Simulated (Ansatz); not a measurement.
The cluster Si₄⁺. Total charge 1; doublet. Geometry r2SCAN-D4/def2-TZVP, that of the neutral singlet; atoms count from 1.

```xyz
4

Si   -1.692   -0.276    0.992
Si    1.690    0.276   -0.996
Si    0.190   -1.180   -0.004
Si   -0.188    1.180    0.008
```

The structure comes from a short search, and lower isomers may exist.

(1) Estimate the Mulliken populations from the PBE0/def2-TZVP orbitals of Ansatz.

(2) Where does the spin sit?

(3) And the Mayer bond orders between bonded heavy atoms (over 0.3)?

Results:

(1) 
| atom | charge (e) | spin (α − β) |
| --- | --- | --- |
| Si1 | 0.38 | 0.43 |
| Si2 | 0.38 | 0.43 |
| Si3 | 0.12 | 0.07 |
| Si4 | 0.12 | 0.07 |
Mulliken values and Mayer orders depend strongly on the basis.

(2) Summed by element: Si 1.00, of 1 unpaired in all. Largest on single atoms: Si1 0.43, Si2 0.43, Si3 0.07.

(3) Si1–Si3 1.06 (2.31 Å); Si1–Si4 1.06 (2.31 Å); Si2–Si3 1.06 (2.31 Å); Si2–Si4 1.06 (2.31 Å); Si3–Si4 1.03 (2.39 Å). Values over 0.3 also appear between atoms too far apart for a bond (Si1–Si2 0.49 at 3.96 Å); they arise where an orbital or an unpaired electron spreads over both atoms.
